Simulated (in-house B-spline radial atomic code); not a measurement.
Successive ionisation energies of indium; each step leads to the configuration of the next row (after the last: bare). NIST's values go from ground level to ground level; the uncertainty of those that are theory runs from under 0.1 % in few-electron ions to several per cent in heavy many-electron ones. Computed with a B-spline radial code for spherical atoms: non-relativistic Hartree-Fock, average of the configuration, point nuclei.

This level leaves out relativity, spin-orbit splitting included, which matters for heavy ions.

```tsv
ion	configuration	ionisation energy (eV)	tabulated value (eV)	tabulated kind	computed minus tabulated (eV)	highest orbital	largest mean radius (bohr)
In44+	[He] 2s2 2p1	7173.6	7442	semi-empirical	-268	2p	0.12717
In45+	[He] 2s2	?	?	semi-empirical	?	?	?
In46+	[He] 2s1	7643.1	7953.14	tabulated theory	-310	2s	0.12564
In47+	1s2	?	?	tabulated theory	?	?	?
In48+	1s1	32667.3	33750.4	tabulated theory	-1083	1s	0.030612
```

**Question.** Fill in the row of In45+.

**Answer.** ionisation energy (eV): 7448.2; tabulated value (eV): 7754; computed minus tabulated (eV): -306; highest orbital: 2s; largest mean radius (bohr): 0.12638.

**Question.** Fill in the row of In47+.

**Answer.** ionisation energy (eV): 31836.9; tabulated value (eV): 32837.59; computed minus tabulated (eV): -1001; highest orbital: 1s; largest mean radius (bohr): 0.030848.

**Question.** Where is the largest jump?

**Answer.** From In46+ to In47+, by a factor of 4.17 (7643.1 to 31837 eV); the highest orbital goes from 2s to 1s.
